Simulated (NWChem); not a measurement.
System: GaN2H4Br; SMILES [NH2][Ga]([NH2])[Br]

The following NWChem deck was run.

```
start job
memory heap 200 mb stack 900 mb global 1100 mb
geometry units angstroms noautoz
  Ga    -0.000876    -0.777467     0.000000
  Br    -0.040907     1.548323     0.000000
  N      0.155452    -1.609316     1.626637
  H     -0.142490    -1.076677     2.436312
  H     -0.148732    -2.573838     1.703089
  N      0.155452    -1.609316    -1.626637
  H     -0.148732    -2.573838    -1.703089
  H     -0.142490    -1.076677    -2.436312
end
basis spherical
  * library def2-tzvp
end
dft
  xc becke88 lyp
  iterations 150
  semidirect filesize 400000000
  grid xfine
end
task dft gradient
```

NWChem printed, in part:

```
             Northwest Computational Chemistry Package (NWChem) 7.3.0
             --------------------------------------------------------

 CS  symmetry detected

                             Geometry "geometry" -> ""
                             -------------------------

 Output coordinates in angstroms (scale by  1.889725989 to convert to a.u.)

  No.       Tag          Charge          X              Y              Z
 ---- ---------------- ---------- -------------- -------------- --------------
    1 Ga                  31.0000    -0.02932121     0.77999591     0.00000000
    2 Br                  35.0000     0.01064605    -1.54579519     0.00000000
    3 N                    7.0000     0.09831040     1.61672847     1.62663700
    4 H                    1.0000    -0.18114009     1.07415943     2.43631200
    5 H                    1.0000    -0.23885976     2.57022041     1.70308900
    6 N                    7.0000     0.09831040     1.61672847    -1.62663700
    7 H                    1.0000    -0.23885976     2.57022041    -1.70308900
    8 H                    1.0000    -0.18114009     1.07415943    -2.43631200

 Effective nuclear repulsion energy (a.u.)     517.8348142487

      Symmetry information
      --------------------

 Group name             Cs
 Group number              2
 Group order               2
 No. of unique centers     5

                                 NWChem DFT Module
                                 -----------------

 Summary of "ao basis" -> "ao basis" (spherical)
 ------------------------------------------------------------------------------
       Tag                 Description            Shells   Functions and Types
 ---------------- ------------------------------  ------  ---------------------
 Ga                        def2-tzvp                16       48   6s5p4d1f
 Br                        def2-tzvp                16       48   6s5p4d1f
 N                         def2-tzvp                11       31   5s3p2d1f
 H                         def2-tzvp                 4        6   3s1p

      Symmetry analysis of basis
      --------------------------

        a'        107
        a"         75

            General Information
            -------------------
          SCF calculation type: DFT
          Wavefunction type:  closed shell.
          No. of atoms     :     8
          No. of electrons :    84
           Alpha electrons :    42
            Beta electrons :    42
          Charge           :     0
          Spin multiplicity:     1
          Use of symmetry is: on ; symmetry adaption is: on
          Maximum number of iterations: 150
          AO basis - number of functions:   182
                     number of shells:    70
          Convergence on energy requested:  1.00D-06
          Convergence on density requested:  1.00D-05
          Convergence on gradient requested:  5.00D-04

              XC Information
              --------------
                    Becke 1988 Exchange Functional  1.000
              Lee-Yang-Parr Correlation Functional  1.000

             Grid Information
             ----------------
          Grid used for XC integration:  xfine
          Radial quadrature: Mura-Knowles
          Angular quadrature: Lebedev.
          Tag              B.-S. Rad. Rad. Pts. Rad. Cut. Ang. Pts.
          ---              ---------- --------- --------- ---------
          Ga                  1.30      160          10.0      1454
          Br                  1.15      160          12.0      1454
          N                   0.65      100          12.0      1454
          H                   0.35      100          13.0      1202
          Grid pruning is: on
          Number of quadrature shells:   620
          Spatial weights used:  Erf1

      Superposition of Atomic Density Guess
      -------------------------------------

 Sum of atomic energies:       -4606.24602479

      Non-variational initial energy
      ------------------------------

 Total energy =   -4607.511624
 1-e energy   =   -7449.575270
 2-e energy   =    2324.228832
 HOMO         =      -0.348618
 LUMO         =      -0.035004

      Symmetry analysis of molecular orbitals - initial
      -------------------------------------------------

  Numbering of irreducible representations:

     1 a'          2 a"

  Orbital symmetries:

     1 a'          2 a'          3 a'          4 a'          5 a"
     6 a'          7 a'          8 a"          9 a'         10 a'
    11 a'         12 a"         13 a'         14 a'         15 a"
    16 a'         17 a'         18 a"         19 a'         20 a'
    21 a'         22 a"         23 a'         24 a'         25 a"
    26 a'         27 a"         28 a'         29 a"         30 a"
    31 a'         32 a'         33 a'         34 a'         35 a'
    36 a"         37 a"         38 a'         39 a'         40 a"
    41 a'         42 a"         43 a'         44 a'         45 a"
    46 a'         47 a'         48 a"         49 a'         50 a"
    51 a'         52 a'

------------------------------------------------------------
EAF file 0: "./job.aoints.0" size=222298112 bytes
------------------------------------------------------------
               write      read    awrite     aread      wait
               -----      ----    ------     -----      ----
     calls:      424         0         0         0         0
   data(b): 2.22e+08  0.00e+00  0.00e+00  0.00e+00
   time(s): 0.00e+00  0.00e+00  0.00e+00  0.00e+00  0.00e+00
rate(mb/s): 0.00e+00  0.00e+00
------------------------------------------------------------

   convergence    iter        energy       DeltaE   RMS-Dens  Diis-err
 ---------------- ----- ----------------- --------- --------- ---------
 d= 0,ls=0.0,diis     1  -4611.0190033430 -5.13D+03  7.05D-03  1.86D+00
 d= 0,ls=0.0,diis     2  -4610.8934531542  1.26D-01  5.68D-03  2.06D+00
 d= 0,ls=0.0,diis     3  -4611.0502749870 -1.57D-01  2.13D-03  7.60D-01
 d= 0,ls=0.0,diis     4  -4611.1257950939 -7.55D-02  7.16D-04  6.07D-02
 d= 0,ls=0.0,diis     5  -4611.1294162151 -3.62D-03  2.43D-04  2.06D-03
  Resetting Diis
 d= 0,ls=0.0,diis     6  -4611.1296299189 -2.14D-04  7.94D-05  5.74D-04
 d= 0,ls=0.0,diis     7  -4611.1296944770 -6.46D-05  2.54D-05  1.94D-05
 d= 0,ls=0.0,diis     8  -4611.1296935668  9.10D-07  1.43D-05  4.26D-05
 d= 0,ls=0.0,diis     9  -4611.1296956030 -2.04D-06  3.22D-06  1.46D-06
 d= 0,ls=0.0,diis    10  -4611.1296956993 -9.63D-08  1.08D-06  1.76D-07

         Total DFT energy =    -4611.129695699269
      One electron energy =    -7451.037928702981
           Coulomb energy =     2503.856948867426
    Exchange-Corr. energy =     -181.783530112368
 Nuclear repulsion energy =      517.834814248654

 Numeric. integr. density =       84.000000526144

                  Occupations of the irreducible representations
                  ----------------------------------------------

                     irrep           alpha         beta
                     --------     --------     --------
                     a'               28.0         28.0
                     a"               14.0         14.0

                       DFT Final Molecular Orbital Analysis
                       ------------------------------------

 Vector   40  Occ=2.000000D+00  E=-2.456002D-01  Symmetry=a"
              MO Center=  1.2D-02, -1.3D+00,  6.6D-15, r^2= 2.2D+00
   Bfn.  Coefficient  Atom+Function         Bfn.  Coefficient  Atom+Function
  ----- ------------  ---------------      ----- ------------  ---------------
    66      0.480400  2 Br pz                60     -0.349770  2 Br pz
    63      0.324848  2 Br pz                69      0.326332  2 Br pz
    57      0.106666  2 Br pz                23      0.071454  1 Ga d -1
   101     -0.058820  3 N  s                144      0.058820  6 N  s
   102     -0.049756  3 N  px               145      0.049756  6 N  px

 Vector   41  Occ=2.000000D+00  E=-2.338961D-01  Symmetry=a'
              MO Center=  8.4D-02,  4.1D-01, -1.2D-13, r^2= 5.1D+00
   Bfn.  Coefficient  Atom+Function         Bfn.  Coefficient  Atom+Function
  ----- ------------  ---------------      ----- ------------  ---------------
    64      0.304906  2 Br px                58     -0.223782  2 Br px
    67      0.221396  2 Br px               102     -0.220399  3 N  px
   145     -0.220399  6 N  px                61      0.209635  2 Br px
   105     -0.179237  3 N  px               148     -0.179237  6 N  px
   108     -0.171468  3 N  px               151     -0.171468  6 N  px

 Vector   42  Occ=2.000000D+00  E=-2.165625D-01  Symmetry=a"
              MO Center=  1.6D-01,  1.5D+00,  1.5D-13, r^2= 3.8D+00
   Bfn.  Coefficient  Atom+Function         Bfn.  Coefficient  Atom+Function
  ----- ------------  ---------------      ----- ------------  ---------------
   102      0.289776  3 N  px               145     -0.289776  6 N  px
   108      0.242845  3 N  px               151     -0.242845  6 N  px
   105      0.233730  3 N  px               148     -0.233730  6 N  px
    25      0.090760  1 Ga d  1             104      0.074929  3 N  pz
   147      0.074929  6 N  pz                66      0.072854  2 Br pz

 Vector   43  Occ=0.000000D+00  E=-5.679786D-02  Symmetry=a'
              MO Center= -3.6D-01,  7.5D-01,  4.5D-14, r^2= 5.6D+00
   Bfn.  Coefficient  Atom+Function         Bfn.  Coefficient  Atom+Function
  ----- ------------  ---------------      ----- ------------  ---------------
     6      1.045091  1 Ga s                101     -0.669824  3 N  s
   144     -0.669824  6 N  s                  5      0.411845  1 Ga s
    68     -0.343498  2 Br py               136      0.330295  5 H  s
   173      0.330295  7 H  s                 54     -0.248985  2 Br s
   130      0.233552  4 H  s                179      0.233552  8 H  s

 Vector   44  Occ=0.000000D+00  E=-2.203545D-02  Symmetry=a'
              MO Center=  1.8D-01,  6.9D-01,  6.5D-14, r^2= 4.4D+00
   Bfn.  Coefficient  Atom+Function         Bfn.  Coefficient  Atom+Function
  ----- ------------  ---------------      ----- ------------  ---------------
    19      0.723578  1 Ga px                16      0.468390  1 Ga px
   101     -0.321770  3 N  s                144     -0.321770  6 N  s
   136      0.286021  5 H  s                173      0.286021  7 H  s
    67     -0.205119  2 Br px                10     -0.178407  1 Ga px
   130      0.170700  4 H  s                179      0.170700  8 H  s

 Vector   45  Occ=0.000000D+00  E= 1.270925D-02  Symmetry=a'
              MO Center= -2.1D-01,  1.4D+00,  3.7D-13, r^2= 7.7D+00
   Bfn.  Coefficient  Atom+Function         Bfn.  Coefficient  Atom+Function
  ----- ------------  ---------------      ----- ------------  ---------------
   101      0.999776  3 N  s                144      0.999776  6 N  s
    20     -0.709632  1 Ga py               136     -0.599053  5 H  s
   173     -0.599053  7 H  s                130     -0.545666  4 H  s
   179     -0.545666  8 H  s                 54     -0.415544  2 Br s
     5      0.371889  1 Ga s                 68     -0.367125  2 Br py

------------------------------------------------------------
EAF file 0: "./job.aoints.0" size=374341632 bytes
------------------------------------------------------------
               write      read    awrite     aread      wait
               -----      ----    ------     -----      ----
     calls:      714         9         0      6417      6417
   data(b): 3.74e+08  4.72e+06  0.00e+00  3.36e+09
   time(s): 0.00e+00  0.00e+00  0.00e+00  0.00e+00  0.00e+00
rate(mb/s): 0.00e+00  0.00e+00
------------------------------------------------------------

     Multipole analysis of the density
     ---------------------------------

     L   x y z        total         alpha         beta         nuclear
     -   - - -        -----         -----         ----         -------
     0   0 0 0     -0.000000    -42.000000    -42.000000     84.000000

     1   1 0 0     -0.663776     -0.331888     -0.331888      0.000000
     1   0 1 0      1.034790      0.517395      0.517395      0.000000
     1   0 0 1     -0.000000     -0.000000     -0.000000      0.000000

     2   2 0 0    -36.718269    -18.976320    -18.976320      1.234371
     2   1 1 0     -2.681664     -0.132422     -0.132422     -2.416819
     2   1 0 1     -0.000000     -0.000000     -0.000000      0.000000
     2   0 2 0    -33.205957   -292.655454   -292.655454    552.104951
     2   0 1 1     -0.000000     -0.000000     -0.000000      0.000000
     2   0 0 2    -32.403504   -113.898086   -113.898086    195.392668

            General Information
            -------------------
          SCF calculation type: DFT
          Wavefunction type:  closed shell.
          No. of atoms     :     8
          No. of electrons :    84
           Alpha electrons :    42
            Beta electrons :    42
          Charge           :     0
          Spin multiplicity:     1
          Use of symmetry is: on ; symmetry adaption is: on
          Maximum number of iterations: 150
          AO basis - number of functions:   182
                     number of shells:    70
          Convergence on energy requested:  1.00D-06
          Convergence on density requested:  1.00D-05
          Convergence on gradient requested:  5.00D-04

              XC Information
              --------------
                    Becke 1988 Exchange Functional  1.000
              Lee-Yang-Parr Correlation Functional  1.000

             Grid Information
             ----------------
          Grid used for XC integration:  xfine
          Radial quadrature: Mura-Knowles
          Angular quadrature: Lebedev.
          Tag              B.-S. Rad. Rad. Pts. Rad. Cut. Ang. Pts.
          ---              ---------- --------- --------- ---------
          Ga                  1.30      160          10.0      1454
          Br                  1.15      160          12.0      1454
          N                   0.65      100          12.0      1454
          H                   0.35      100          13.0      1202
          Grid pruning is: on
          Number of quadrature shells:   620
          Spatial weights used:  Erf1

          Convergence Information
          -----------------------
          Convergence aids based upon iterative change in
          total energy or number of iterations.
          Levelshifting, if invoked, occurs when the
          HOMO/LUMO gap drops below (HL_TOL):  1.00D-02
          DIIS, if invoked, will attempt to extrapolate
          using up to (NFOCK): 10 stored Fock matrices.

                    Damping( 0%)  Levelshifting(0.5)       DIIS
                  --------------- ------------------- ---------------
          dE  on:    start            ASAP                start
          dE off:    2 iters        150 iters           150 iters

                            NWChem DFT Gradient Module
                            --------------------------

  charge          =   0.00
  wavefunction    = closed shell

  Using symmetry

                         DFT ENERGY GRADIENTS

    atom               coordinates                        gradient
                 x          y          z           x          y          z
   1 Ga     -0.055409   1.473979   0.000000    0.001028   0.003492   0.000000
   2 Br      0.020118  -2.921129   0.000000   -0.000283   0.002247   0.000000
   3 N       0.185780   3.055174   3.073898   -0.001332  -0.001086  -0.001489
   4 H      -0.342305   2.029867   4.603962    0.000402   0.000890  -0.002600
   5 H      -0.451379   4.857012   3.218372    0.000557  -0.002673  -0.000968
   6 N       0.185780   3.055174  -3.073898   -0.001332  -0.001086   0.001489
   7 H      -0.451379   4.857012  -3.218372    0.000557  -0.002673   0.000968
   8 H      -0.342305   2.029867  -4.603962    0.000402   0.000890   0.002600
```

Level: BLYP/def2-TZVP. Geometry: optimised at B3LYP/6-31G* (spherical d).
